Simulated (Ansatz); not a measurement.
Compare A (`C[S][Ge][F]`) with its isomer B (`F[CH]1[S][GeH2]1`).

Calculated with Ansatz (gas phase, PBE0-D4/def2-TZVP geometries, no zero-point term in ΔE). CCSD(T)/CBS adds triple-zeta CCSD(T) − MP2 to the extrapolated MP2 energy (def2 sets, frozen cores). DFT in def2-TZVPP. B3LYP here is the variant with VWN-RPA as its local correlation; programs differ in this. For Ge outer-core shells are correlated without core-valence functions, which leaves a few kJ/mol of doubt a bond. Scalar relativity is left out up to krypton. One conformer a species, not always the lowest.

A:

```xyz
7

C    -0.843    0.180    0.314
S    -0.120   -1.411   -0.165
Ge    1.966   -0.992   -0.815
F     1.981    0.759   -0.565
H    -1.719    0.361   -0.308
H    -1.146    0.120    1.358
H    -0.120    0.983    0.181
```

B:

Z-matrix (Å, degrees):
```
C
S 1 1.820
Ge 1 1.943 2 71.6
F 1 1.364 2 115.4 3 113.9
H 1 1.087 2 114.3 3 -117.1
H 3 1.527 1 121.4 2 -100.8
H 3 1.525 1 117.7 2 102.2
```

Task: Which is lower in electronic energy at CCSD(T)/CBS, and by how much? (Best estimate.)

Result: Computed: A, by 245.3 kJ/mol.

Task: Give E(B) − E(A) in kJ/mol with r2SCAN-D4, ωB97M-V, CCSD(T)/def2-TZVPP, MP2/def2-TZVPP, BLYP-D4, B3LYP, CCSD(T)/def2-SVP. (Best estimate.)

Result: Computed: r2SCAN-D4 240.9, ωB97M-V 252.9, CCSD(T)/def2-TZVPP 235.3, MP2/def2-TZVPP 234.6, BLYP-D4 277.9, B3LYP 268.3, CCSD(T)/def2-SVP 241.5. None reverses the order clearly.

Task: Does the order hold for the free energy at 298.15 K (harmonic terms from PBE0-D4)? (An estimate is asked.)

Result: Ansatz gave: Yes: G(B) − G(A) = +235.9 kJ/mol, for one conformer each.

Largest T1 diagnostic: 0.015.

In def2-TZVPP, CCSD(T) changes the Hartree–Fock value by −27.6 kJ/mol (the triples alone add −3.4 kJ/mol) and MP2 by −28.3 kJ/mol. At CCSD(T), def2-SVP lies −3.8 kJ/mol from the extrapolated value and def2-TZVPP −10.0 kJ/mol.
